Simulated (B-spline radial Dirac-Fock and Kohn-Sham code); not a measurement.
# Relativistic shifts of the levels of Ba²⁺

System: the Ba²⁺ ion in the configuration [Kr] 4d10 5s2 5p6.

Both columns are ΔSCF binding energies of the configuration average from a B-spline atomic structure program: non-relativistic Hartree-Fock with a point nucleus, and Dirac-Fock with a finite nucleus and the Coulomb interaction alone, averaged over the two j levels with weights 2j+1.

```tsv
shell	Hartree-Fock (eV)	Dirac-Fock (eV)	shift (eV)	shift (%)
1s	35923.6	37599.5	+1675.86	+4.67
2s	5614.2	6032.2	+417.93	+7.44
2p	5281.7	5407.0	+125.30	+2.37
3s	1228.9	1320.1	+91.24	+7.42
3p	1085.8	1114.4	+28.62	+2.64
3d	821.8	809.5	-12.23	-1.49
4s	266.5	285.6	+19.13	+7.18
4p	212.1	216.6	+4.55	+2.14
4d	115.9	112.3	-3.66	-3.15
5s	51.80	54.58	+2.77	+5.36
5p	35.35	35.60	+0.24	+0.68
```

Relativity binds 1s, 2s, 2p, 3s, 3p, 4s, 4p, 5s, 5p more strongly, among those listed most of all 2s in relative terms, and 3d, 4d more weakly, because the contracted s and p shells screen the nucleus better.

Values without a named source are computed, but for edge energies of neutral atoms, which are taken from tables.
